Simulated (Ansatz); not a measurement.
Input file for Ansatz (an electronic-structure program): U-CCSD(T)/cc-pVDZ on BFGeH4 (SMILES F[BH][GeH3]), a point of a bond scan (R = 1.455 Å). The run froze 16 orbitals, filled d shells among them.

Ansatz 0.2 input:
```yaml
crystal:
  periodic: [false, false, false]
  atoms:
    - {symbol: B, position_ang: [0.46769721, -1.26888638, -0.23111118]}
    - {symbol: F, position_ang: [-0.51157222, -2.29302867, 0.10104787]}
    - {symbol: Ge, position_ang: [0.00616065, 0.74780905, 0.02847255]}
    - {symbol: H, position_ang: [0.13636752, 1.48871861, -1.31738345]}
    - {symbol: H, position_ang: [-1.41069293, 0.98372387, 0.57986645]}
    - {symbol: H, position_ang: [1.02005387, 1.39342996, 0.99409325]}
    - {symbol: H, position_ang: [1.52157430, -1.65200678, -0.64980621]}
basis:
  gaussian:
    orbitals: cc-pVDZ
correlation: {method: ccsd_t, electrons: outside_noble_gas}
scf: {omitted_lower_state_checks: [cluster_reference]}
magnetization: {spin_polarized: true, initial_magnetization: 0}
```

Output:

```
WARN ansatz: RAYON_NUM_THREADS=1 ignored (pool sized by the plan → 1); use --threads N
Functional definition: HF
these checks for a lower state are left out or cut short: cluster_reference
integrals: 0.09 GiB planned
757 factors; integrals over basis functions are off by at most 1.1e-3 eV
mean field: 0.33 GiB planned
mean field evaluation 1: about -59912.2729 eV, gradient 1.8e1 eV
mean field evaluation 2: about -59912.3077 eV, gradient 1.8e1 eV
mean field evaluation 4: about -59914.1081 eV, gradient 1.8e0 eV
mean field evaluation 8: about -59914.1447 eV, gradient 6.8e-2 eV
mean field -59914.14477417 eV, -2201.8042091848 hartree, gradient 8.5e-6 eV, S^2 0.000000; 0 other end points of the search recorded, 0 dependent functions left out
16 core orbitals not correlated
reference -59914.14477417 eV, -2201.8042091848 hartree; 9, 9 occupied and 50, 50 virtual orbitals, 757 factors
second order -10.10669076 eV of doubles, -0.00000000 eV of singles
coupled cluster: 0.25 GiB planned
cycle   1  -10.69644769 eV  change   -5.9e-1 eV  update   9.6e-2
cycle   2  -11.04582700 eV  change   -3.5e-1 eV  update   3.1e-2
cycle   3  -11.15662145 eV  change   -1.1e-1 eV  update   1.9e-2
cycle   4  -11.15401667 eV  change    2.6e-3 eV  update   5.2e-3
cycle   5  -11.15194117 eV  change    2.1e-3 eV  update   2.2e-3
cycle   6  -11.15200071 eV  change   -6.0e-5 eV  update   7.0e-4
cycle   7  -11.15185203 eV  change    1.5e-4 eV  update   2.1e-4
cycle   8  -11.15185894 eV  change   -6.9e-6 eV  update   7.6e-5
cycle   9  -11.15190264 eV  change   -4.4e-5 eV  update   2.6e-5
cycle  10  -11.15190480 eV  change   -2.2e-6 eV  update   9.3e-6
perturbative correction -0.24701122 eV, -0.0090774947 hartree
Total energy: -59925.54369018 eV, -2202.2231116218 hartree
Checks for a lower state left out: cluster_reference
```

The calculation finished and met its thresholds.

Cost: very roughly 8 core-seconds.
